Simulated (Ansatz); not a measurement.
C2H4F2Si. The species carries charge 0 and has multiplicity 1. The bonds changed during the relaxation, so this is another structure than the one it started from.

```xyz
9

F    -0.819    0.810    2.079
Si    0.178    1.602    1.090
F    -0.886    2.206    0.039
C     0.902   -0.637   -0.463
C    -0.396   -0.895   -0.601
H     1.441   -0.030   -1.183
H     1.486   -1.071    0.341
H    -0.930   -1.513    0.111
H    -0.975   -0.472   -1.414
```

Question: What are the harmonic wavenumbers in cm⁻¹ at PBE0-D4/def2-TZVP (Ansatz, finite differences of forces, unscaled)? (Estimate.)

Answer: Computed: 14i, 91, 100, 117, 178, 242, 341, 827, 829, 841, 993, 1008, 1065, 1239, 1377, 1467, 1681, 3150, 3167, 3231, 3260.
